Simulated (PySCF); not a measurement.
Harmonic spectrum computed at PBE0 in the def2-TZVP basis family (core potentials from Rb on, PySCF, no spin–orbit coupling):

```csv
ω (cm⁻¹),IR (km/mol)
247,9.6
311,31.8
334,22.7
645,1.6
981,149
1012,273
```

Problem. Which molecule gave it? In each, all ligands are bound to the one heavy central atom.
A. SeSF₂ (singlet)
B. SiSF₂ (singlet)
C. TeSF₂ (singlet)
D. GeSF₂ (singlet)

Solution. B. It has C2v symmetry with Si–F 1.571 Å (×2), Si–S 1.915 Å.
